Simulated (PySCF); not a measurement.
Spinor energies of Pm⁴³⁺ (promethium, charge +43)

Start: [Ar]. Calculated with PySCF 2.14 in an uncontracted even-tempered set (18 s from 3.4 bohr⁻², ratio 2.6; 14 p from 4.4 bohr⁻², ratio 2.6; 5 d from 4.5 bohr⁻², ratio 2.8; 3 f from 74 bohr⁻², ratio 2.8): generalised Hartree-Fock with the X2C-1e Hamiltonian and a Gaussian nucleus; spin-orbit coupling (SO) screened by Boettger's factors.

| spinor shell | electrons | ε, screened SO (eV) | weight of nominal j (screened SO) | rms radius, screened SO (bohr) |
| --- | --- | --- | --- | --- |
| 1s1/2 | 2 | -48018.5 | 1.000 | 0.0264 |
| 2s1/2 | 2 | -10030.4 | 1.000 | 0.106 |
| 2p1/2 | 2 | -9639.4 | 1.000 | 0.0906 |
| 2p3/2 | 4 | -9064.9 | 1.000 | 0.0964 |
| 3s1/2 | 2 | -3822.5 | 1.000 | 0.257 |
| 3p1/2 | 2 | -3662.3 | 1.000 | 0.246 |

Problem. Where does 3p3/2 lie, and what is the 3p spin-orbit splitting (screened SO)?

Solution. At -3520.8 eV, 141.44 eV above 3p1/2.

```json
{"quantity": "E (hartree)", "screened SO": "-8411.54594"}
{"quantity": "M_J", "screened SO": "0"}
{"quantity": "⟨J²⟩", "screened SO": "0.000"}
{"quantity": "⟨L²⟩", "screened SO": "0.023"}
{"quantity": "⟨S²⟩", "screened SO": "0.023"}
```

Breit and QED terms are absent; they matter most for the inner s and p1/2 levels.

Densities and radii are taken from the X2C orbitals without a picture-change correction, which distorts them close to the nucleus.
